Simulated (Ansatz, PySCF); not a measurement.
Reaction (SMILES): O=BF + H+ → [OH+]=BF
Geometries: B3LYP-D3(BJ)/def2-TZVP minima from Ansatz (a quantum-chemistry and plane-wave program).

Property: proton affinity (electronic energy difference), positive where the reaction releases energy, in kJ/mol. Correlated levels leave the core frozen unless marked. No spin-orbit coupling. Non-relativistic. Basis-set limits of correlation are two-point, X^-3; Hartree-Fock from the larger set.

Level to compare with: CCSD(T)/CBS(cc-pVTZ,cc-pVQZ) (Ansatz), 695.1 kJ/mol. It is a level with limits of its own, and the differences hold the functionals' basis error too.

### Question
Rank these functionals by how close they come to CCSD(T)/CBS(cc-pVTZ,cc-pVQZ), closest first: r2SCANh/def2-TZVPD (Ansatz); M06-L/def2-TZVPD (PySCF); M06-2X/def2-TZVPD (PySCF).

### Answer
M06-2X/def2-TZVPD (hybrid meta-GGA, 698.4 kJ/mol, difference 3.3), r2SCANh/def2-TZVPD (hybrid meta-GGA, 702.6 kJ/mol, difference 7.5), M06-L/def2-TZVPD (meta-GGA, 709.5 kJ/mol, difference 14.4)
